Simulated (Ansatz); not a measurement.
`C[O][GaH][CH3]` + CH₃NH₂ → `C[NH][GaH][CH3]` + CH₃OH at 700 K and 1 bar (ligand exchange at a Ga–O bond).

Isolated molecules relaxed with PBE0-D4/def2-TZVP in Ansatz; ΔE leaves out vibrations. CCSD(T)/CBS is the MP2 limit (def2-TZVPP, def2-QZVPP) plus CCSD(T) − MP2 in def2-TZVPP, frozen cores. This one scheme is used for every species. For Ga outer-core shells are correlated without core-valence functions, which leaves a few kJ/mol of doubt a bond. Scalar relativity is left out up to krypton. One conformer a species, not always the lowest.

```tsv
species	CCSD(T)/CBS energy (Eh)	H − E (kJ/mol)	S (J/(mol·K))
`C[O][GaH][CH3]`	-2079.44369	297.6	468.8
CH₃NH₂	-95.75281	207.6	296.6
`C[NH][GaH][CH3]`	-2059.57505	334.6	481.8
CH₃OH	-115.61712	170.8	288.5
```

H − E and S are ideal-gas, rigid-rotor, harmonic terms from PBE0-D4/def2-TZVP, for one conformer and one mirror image of each species. 1 Eh = 2625.50 kJ/mol, R = 8.31446 J/(mol·K).

Q: By hand: ΔE, ΔH, ΔS and ΔG.

A: ΔE = (-2059.57505) + (-115.61712) − (-2079.44369) − (-95.75281) = 0.00433 Eh = 11.4 kJ/mol. Δ(H − E) = 334.6 + 170.8 − 297.6 − 207.6 = 0.2, so ΔH = 11.6 kJ/mol. ΔS = 481.8 + 288.5 − 468.8 − 296.6 = 4.9 J/(mol·K). ΔG = 11.6 − 700 × (4.9)/1000 = 8.2 kJ/mol.

Q: By hand: the equilibrium constant, and the temperature at which ΔG would vanish if ΔH and ΔS stayed fixed.

A: log₁₀ K = −ΔG/(RT ln 10) = -0.6. ΔG = 0 at ΔH/ΔS = 2367 K, though so small a ΔS makes that figure unsure.

The number of gas molecules stays the same, so ΔS is small and ΔH decides. A doubt of 5 kJ/mol in ΔE shifts log₁₀ K by 0.4 here. Other conformers and mirror images would add mixing entropy, several J/(mol·K) or more a flexible species. Modes under 60 cm⁻¹, often nearly free rotors, make the harmonic entropy too high. These are equilibria of isolated gas molecules and say nothing of rates. Largest T1 diagnostic: 0.014 (customary marks: 0.02 for closed shells, 0.045 for open ones).
